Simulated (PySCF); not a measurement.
Compound: Me3SiSBu, C₇H₁₈SSi.
SMILES with atom numbers: `[CH3:1][CH2:2][CH2:3][CH2:4][S:5][Si:6]([CH3:7])([CH3:8])[CH3:9]` (hydrogens: H10, H11, H12 on C1; H13, H14 on C2; H15, H16 on C3; H17, H18 on C4; H19, H20, H21 on C7; H22, H23, H24 on C8; H25, H26, H27 on C9)

Computed with PySCF at PBE0/pcSseg-1, non-relativistic, on one gas-phase PBE0-D3(BJ)/def2-SVP geometry that isn't relaxed in the solvent. The solvent is an IEF-PCM continuum (Bondi radii, 1.10 Å for H, scaled by 1.2). Only the electrostatic response of the medium enters.

Gas phase at PBE0/pcSseg-1: HOMO -6.49 eV, LUMO 0.75 eV, dipole 2.01 D.

Problem. What does the continuum do to the energy, the frontier levels and the dipole at PBE0/pcSseg-1 in chloroform?

Solution. 
| solvent | ε | E(solvent) − E(gas) (kcal/mol) | polarisation term (kcal/mol) | distortion of the solute (kcal/mol) | HOMO (eV) | LUMO (eV) | dipole (D) |
| --- | --- | --- | --- | --- | --- | --- | --- |
| chloroform | 4.711 | -2.91 | -3.25 | 0.34 | -6.62 | 0.81 | 2.60 |

The first energy column is the sum of the next two and covers electrostatics alone.

Problem. Which radius a makes the point-dipole formula ΔE = −[(ε − 1)/(2ε + 1)]·μ²/a³ give the value in chloroform, with the gas-phase dipole?

Solution. μ = 0.790 au and |ΔE| = 0.00464 Eh give a = 1.92 Å; the farthest nucleus lies 4.47 Å from the centroid of the nuclei, so such a sphere wouldn't even hold the nuclei. The formula assumes a rigid point dipole at the centre of a sphere.

Problem. Which Mulliken charges (PBE0/pcSseg-1) respond most in chloroform (means over atoms taken as equivalent)?

Solution. 
```tsv
atoms	environment	gas (e)	solvent (e)	change
S5	sulfur bonded to C and Si	-0.276	-0.338	-0.062
Si6	four-coordinate silicon	+0.801	+0.822	+0.021
C7/C8/C9	Si-methyl carbon	-0.616	-0.628	-0.012
H17/H18	methylene hydrogen	+0.159	+0.168	+0.009
C1	methyl carbon	-0.303	-0.312	-0.009
C4	sp3 carbon bound to sulfur	-0.359	-0.352	+0.007
```

Problem. Which Mayer bond orders change most in chloroform?

Solution. 
| bond | length (Å) | gas | solvent | change |
| --- | --- | --- | --- | --- |
| S5–Si6 | 2.163 | 0.983 | 0.947 | -0.036 |
| C4–S5 | 1.829 | 1.024 | 1.009 | -0.015 |
| Si6–C8 | 1.880 | 0.967 | 0.977 | +0.010 |
| Si6–C7 | 1.881 | 0.960 | 0.966 | +0.006 |
| C2–C3 | 1.527 | 1.048 | 1.052 | +0.004 |
| C8–H22 | 1.101 | 0.949 | 0.946 | -0.003 |
| C1–C2 | 1.522 | 1.047 | 1.049 | +0.002 |
| C3–C4 | 1.520 | 0.985 | 0.987 | +0.002 |

Problem. How do the nuclear quadrupole coupling constants eQVzz/h respond in chloroform?

Solution. 
| nucleus | Q (barn) | gas (MHz) | solvent (MHz) | η gas | η solvent |
| --- | --- | --- | --- | --- | --- |
| 33S at S5 | -0.06781 | 34.87 | 33.53 | 0.94 | 0.95 |

Shape of the structure used: `[CH3:1][CH2:2][CH2:3][CH2:4][S:5][Si:6]([CH3:7])([CH3:8])[CH3:9]`: C1–C2–C3–C4 -66°, C2–C3–C4–S5 -176°, C3–C4–S5–Si6 -72°, C4–S5–Si6–C7 87°.
